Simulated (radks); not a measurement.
Question: In III, configuration [Kr] 4d10 5s1. All-electron calculation, Dirac Kohn-Sham, PBE, spin-unpolarised, spherical densities, point nucleus; speed of light set to 205.554 atomic units (1.5 times the physical value, a model run). Program: a radial shooting solver on a logarithmic mesh with Libxc functionals. Some entries of the table are withheld. Estimate them.

orbital  occ.  eigenvalue (eV)  <r^2> (bohr^2)
1s1/2       2        -27217.32        0.001248
2s1/2       2              (1)             (2)
2p1/2       2        -3770.790             (3)
2p3/2       4        -3681.162             (4)
3s1/2       2        -779.2878          0.1447
3p1/2       2        -670.1989          0.1398
3p3/2       4        -654.0778          0.1436
3d3/2       4        -455.9797          0.1242
3d5/2       6        -452.5060          0.1254
4s1/2       2        -132.3941          0.8475
4p1/2       2         -96.7924          0.9678
4p3/2       4         -93.9869          0.9958
4d3/2       4         -37.2251             (5)
4d5/2       6         -36.8341             (6)
5s1/2       1         -23.0765           6.438
5p1/2       0         -16.2948           9.133
5p3/2       0         -16.0508           9.367

Answer: 
(1) 2s1/2 eigenvalue (eV): -4038.932
(2) 2s1/2 <r^2> (bohr^2): 0.02040
(3) 2p1/2 <r^2> (bohr^2): 0.01530
(4) 2p3/2 <r^2> (bohr^2): 0.01588
(5) 4d3/2 <r^2> (bohr^2): 1.589
(6) 4d5/2 <r^2> (bohr^2): 1.608
